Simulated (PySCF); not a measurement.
Pt (platinum, neutral) across methods

[Xe] 4f14 5d10, closed-shell 1S (an excited configuration). All numbers are calculated (PySCF 2.14, scalar relativity through the core potential, in aug-cc-pVTZ-PP with ECP60MDF (6s6p5d3f2g, 88 functions)).

| method | E (hartree) | mean ε 5s (eV) | mean ε 5p (eV) | mean ε 5d (eV) | Σ⟨r²⟩ (bohr²) | ⟨S²⟩ |
| --- | --- | --- | --- | --- | --- | --- |
| wB97M-V | -119.2740 | -105.89 | -59.969 | -8.118 | 49.26 | 0.000 |
| LC-wPBE | -119.3681 | -104.16 | -59.106 | -8.276 | 48.65 | 0.000 |
| B97-3 | -119.3867 | -103.65 | -57.514 | -5.720 | 48.96 | 0.000 |
| PBE | -119.3942 | -98.670 | -53.859 | -4.476 | 49.84 | 0.000 |
| BP86 | -119.4902 | -98.870 | -54.022 | -4.612 | 49.72 | 0.000 |
| UHF | -118.47669 | -116.43 | -66.847 | -8.751 | 47.93 | 0.000 |
| PBE0 | -119.3484 | -103.28 | -57.264 | -5.709 | 49.01 | 0.000 |
| r2SCAN | -119.3869 | -100.82 | -55.288 | -4.464 | 49.09 | 0.000 |
| LDA | -119.1687 | -98.772 | -53.936 | -4.733 | 49.99 | 0.000 |

Energies and moments cover only the electrons outside the core potential. Spin-orbit coupling, which splits the p, d and f shells strongly at this Z, is absent.
